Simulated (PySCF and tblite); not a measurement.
Values are calculated unless marked as measured or tabulated.
System: C6H11NO, numbered as in [CH3:1][NH:2]/[C:3]([CH3:4])=[CH:5]/[C:6]([CH3:7])=[O:8].

Level: BP86/pcSseg-1 + D3(BJ) on GFN2-xTB stationary points, with GFN2-xTB thermal terms. Rate constants are transition-state-theory values, counting equivalent paths, without tunnelling. Run with tblite and PySCF.

Task: What barrier does the rotation about the C5–C6 bond (torsion C3–C5–C6–C7 from 180° to 356°, rising) meet, and how fast is it at 298 K?

Result: The electronic barrier is 13.0 kcal/mol and ΔG‡(298 K) 13.4 kcal/mol, over a C1 saddle with an imaginary mode of 101i cm⁻¹ (GFN2-xTB). With 2 equivalent paths, k is 1860 s⁻¹, a mean lifetime of the start of 540 µs against this motion. The end lies 5.0 kcal/mol above the start in free energy.
